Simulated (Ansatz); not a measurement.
Reaction (formal exchange of groups at the Si–O bond): `O[Si](F)(F)[SiH3]` + CH₄ → `C[Si](F)(F)[SiH3]` + H₂O

Isolated molecules relaxed with PBE0-D4/def2-TZVP in Ansatz; ΔE leaves out vibrations. CBS: MP2 limit from def2 TZ/QZ plus the TZ coupled-cluster correction, frozen cores. This one scheme is used for every species. DFT in def2-TZVPP. Each species was taken in one conformer, which may not be the lowest.

CCSD(T)/CBS gives +114.4 kJ/mol.

Task: Another level gave +122.8 kJ/mol. Which?
A. CAM-B3LYP-D4/def2-TZVPP
B. LDA (SPW92)/def2-TZVPP
C. revPBE-D4/def2-TZVPP
D. PBE-QIDH/def2-TZVPP

Result: A. CAM-B3LYP-D4 122.8, LDA (SPW92) 110.9, PBE-QIDH 116.0, revPBE-D4 105.0 kJ/mol.

Largest T1 diagnostic among the species: 0.013.

From BLYP to BHLYP (50 % exact exchange), in def2-TZVPP and without D4, ΔE moves by +6.8 kJ/mol. The D4 term adds −3.2 kJ/mol with B3LYP and −1.9 kJ/mol with PBE0; it sums over pairs of atoms, weighted by their polarisabilities, and B3LYP, whose exchange is more repulsive, gets the larger term. Leaving LDA and LC-ωPBE aside and taking each functional with its dispersion term where it has one, the values, not all of them listed here, spread over 19.2 kJ/mol, from revPBE-D4 to BHLYP-D4.

B3LYP here is the variant with VWN-RPA as its local correlation; programs differ in this.
